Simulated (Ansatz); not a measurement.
`Ic1ccco1` + HBr → `Brc1ccco1` + HI at 500 K and 1 bar (substitution at a C–I bond).

Program: Ansatz. Geometries: PBE0-D4/def2-TZVP. ΔE: electronic, gas phase. CCSD(T)/CBS is the MP2 limit (def2-TZVPP, def2-QZVPP) plus CCSD(T) − MP2 in def2-TZVPP, frozen cores. Elements past krypton have def2 core potentials. For Br, I outer-core shells are correlated without core-valence functions, which leaves a few kJ/mol of doubt a bond. Scalar relativity is left out up to krypton.

```csv
species,CCSD(T)/CBS energy (Eh),H − E (kJ/mol),S (J/(mol·K))
`Ic1ccco1`,-526.58771,194.2,374.9
HBr,-2573.91920,30.5,213.7
`Brc1ccco1`,-2802.46588,194.7,365.6
HI,-298.03592,28.6,221.6
```

H − E and S are ideal-gas, rigid-rotor, harmonic terms from PBE0-D4/def2-TZVP. 1 Eh = 2625.50 kJ/mol, R = 8.31446 J/(mol·K).

Q: By hand: ΔE, ΔH, ΔS and ΔG.

A: ΔE = (-2802.46588) + (-298.03592) − (-526.58771) − (-2573.91920) = 0.00511 Eh = 13.4 kJ/mol. Δ(H − E) = 194.7 + 28.6 − 194.2 − 30.5 = -1.4, so ΔH = 12.0 kJ/mol. ΔS = 365.6 + 221.6 − 374.9 − 213.7 = -1.4 J/(mol·K). ΔG = 12.0 − 500 × (-1.4)/1000 = 12.7 kJ/mol.

Q: By hand: the equilibrium constant, and the temperature at which ΔG would vanish if ΔH and ΔS stayed fixed.

A: log₁₀ K = −ΔG/(RT ln 10) = -1.3. ΔH and −TΔS have one sign here, so there is no such temperature.

The number of gas molecules stays the same, so ΔS is small and ΔH decides. A doubt of 5 kJ/mol in ΔE shifts log₁₀ K by 0.5 here. These are equilibria of isolated gas molecules and say nothing of rates. Largest T1 diagnostic: 0.012 (customary marks: 0.02 for closed shells, 0.045 for open ones).

ΔS is within the doubt of such terms, so its sign, and with it that verdict, could turn.
